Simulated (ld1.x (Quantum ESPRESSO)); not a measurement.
# u(r) = r·R(r): atom against pseudo-atom (gallium (Ga))

Columns: radius, all-electron u(r) and pseudo u(r) of the 4p shell (level -2.58 eV) of gallium in the configuration [Ar] 3d10 4s2 4p1; PBE, scalar-relativistic, RRKJ scheme, ld1.x (Quantum ESPRESSO) 7.5.

```
r (bohr)  all-electron  pseudo
   0.138        0.1146  0.0035
   0.275       -0.0585  0.0140
   0.413       -0.1890  0.0320
   0.550       -0.1982  0.0574
   0.688       -0.1311  0.0907
   0.825       -0.0332  0.1311
   0.963        0.0713  0.1783
   1.100        0.1687  0.2299
   1.238        0.2554  0.2846
   1.375        0.3287  0.3389
   1.513        0.3900  0.3910
   1.650        0.4394  0.4377
   1.788        0.4788  0.4778
   1.925        0.5088  0.5094
   2.062        0.5309  0.5327
   2.200        0.5462  0.5483
   2.338        0.5556  0.5571
   2.475        0.5597  0.5604
   2.613        0.5596  0.5598
   2.750        0.5559  0.5559
   2.888        0.5492  0.5492
   3.025        0.5401  0.5401
   3.162        0.5290  0.5290
   3.300        0.5162  0.5162
   3.438        0.5023  0.5023
   3.575        0.4875  0.4875
```

How many radial nodes do the two functions have?

The all-electron 4p function has n − l − 1 = 2; the pseudo-wave has 0, since the states of the same l below it are removed with the core.

At about which radius was the pseudo-wave matched?

2.75 bohr, where the columns begin to agree (steps of 0.14 bohr).

Is the pseudo-wave norm-conserving?

Yes: the RRKJ scheme keeps the norm inside the radius equal to the all-electron one, which fixes the energy derivative of the logarithmic derivative at the level.
